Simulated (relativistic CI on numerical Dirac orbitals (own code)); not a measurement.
## Hyperfine structure of V11+, mass number 50

Method of calculation: Dirac-Coulomb-Breit CI, orbitals from a KLI potential per configuration, model QED (radiative potential, 1s self-energy scaled to tabulated hydrogen-like ionisation energies), unscaled Slater integrals (own radial code, finite nucleus).

Configuration list (outside the closed core [Ne]): 3s2, 3s.3p, 3p2, 3s.3d, 3d2, 3p.3d, 3p.4s, 3s.4s, 3s.4p, 3d.4s, 3s.4d, 3s.4f, 3s.5s, 3s.5p, 3s.5d, 4s2. Levels of other configurations are missing.

Nuclear spin I = 6, μ = 3.3442 μN, Q = 0.21 b (tables of Stone and Pyykkö). The electronic factors are computed for point nuclear moments, without core polarisation or the Bohr-Weisskopf and QED corrections.

| Level | E (eV) | A (MHz) | B (MHz) |
| --- | --- | --- | --- |
| 3s.3p 3P°_1 | 23.5787 | 12060 | -586 |
| 3s.3p 3P°_2 | 24.4675 | 8895 | 1160 |
| 3s.3p 1P°_1 | 35.4238 | 1804 | 1120 |
| 3p2 1D_2 | 55.2262 | 2894 | 1580 |
| 3p2 3P_1 | 56.0298 | -95.03 | 574 |
| 3p2 3P_2 | 57.0603 | 1570 | -875 |
| 3s.3d 3D_1 | 67.8079 | -6862 | 73.6 |
| 3s.3d 3D_2 | 67.8575 | 2989 | 105 |

Levels with J = 0, under 50 % of one LS term, or S terms without an open s electron are left out. Small factors come from cancelling terms and can be off by tens of per cent or more.

At this charge energies of transitions that change n are usually good to better than 1 %, and those within a shell (Δn = 0) to a few per cent.

Q: Give the hyperfine levels of 3s.3p 3P°_1 relative to its centre of gravity.

A: With K = F(F + 1) − I(I + 1) − J(J + 1), E = AK/2 + B[¾K(K + 1) − I(I + 1)J(J + 1)]/[2I(2I − 1)J(2J − 1)]: F = 5: -84650, F = 6: -11690, F = 7: 72210 MHz.

LS names give the leading component of a level, which can be under half, so a name can repeat, a term be missing and a line seem to break the LS rules.
